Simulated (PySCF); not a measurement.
A species of formula C4H5FOSi has this rotational fingerprint, computed with PBE0-D3(BJ)/def2-SVP geometry optimisation, gas phase (PySCF 2.14.0):

| Quantity | Value |
| --- | --- |
| Rotational constants | A = 5113, B = 1124, C = 932.2 MHz |
| Dipole components | \|μa\| = 0.76 D, \|μb\| = 1.68 D, \|μc\| = 0.07 D |
| Inertial defect | -6.26 u·Å² |
| κ | -0.91 |

Problem. Which candidate fits, each taken in the one conformer that was computed?
A. `[OH:1][Si@@H:2]1[CH:3]=[CH:4][CH:5]=[C:6]1[F:7]` with H–O1–Si2–C3 46°
B. `[CH:1]#[C:2][C:3](=[CH2:4])[O:5][SiH2:6][F:7]` with C2–C3–O5–Si6 176°, C3–O5–Si6–F7 -178°
C. `O=C1CC(F)=C[SiH2]1`
D. `Fc1coc([SiH3])c1`

Solution. B. It is C#CC(=C)O[SiH2]F, a near-prolate asymmetric top. The candidates at the same level (rigid rotor, commonest isotopes):

```json
{"SMILES": "Fc1coc([SiH3])c1", "A (MHz)": "6724", "B (MHz)": "1226", "C (MHz)": "1049", "μa (D)": "0.51", "μb (D)": "0.03", "μc (D)": "0.00", "Δ (u·Å²)": "-5.93", "point group": "near Cs", "rotor": "near-prolate asymmetric top"}
{"SMILES": "O[Si@@H]1C=CC=C1F", "A (MHz)": "2754", "B (MHz)": "2359", "C (MHz)": "1384", "μa (D)": "0.01", "μb (D)": "1.80", "μc (D)": "1.25", "Δ (u·Å²)": "-32.49", "point group": "C1", "rotor": "asymmetric top"}
{"SMILES": "O=C1CC(F)=C[SiH2]1", "A (MHz)": "3540", "B (MHz)": "1819", "C (MHz)": "1229", "μa (D)": "1.22", "μb (D)": "0.89", "μc (D)": "0.08", "Δ (u·Å²)": "-9.18", "point group": "near Cs", "rotor": "asymmetric top"}
{"SMILES": "C#CC(=C)O[SiH2]F", "A (MHz)": "5113", "B (MHz)": "1124", "C (MHz)": "932.2", "μa (D)": "0.76", "μb (D)": "1.68", "μc (D)": "0.07", "Δ (u·Å²)": "-6.26", "point group": "near Cs", "rotor": "near-prolate asymmetric top"}
```

`Fc1coc([SiH3])c1` has A 32 % too high; `O[Si@@H]1C=CC=C1F` has B 110 % too high; `O=C1CC(F)=C[SiH2]1` has B 62 % too high. No structure here is proved a minimum.
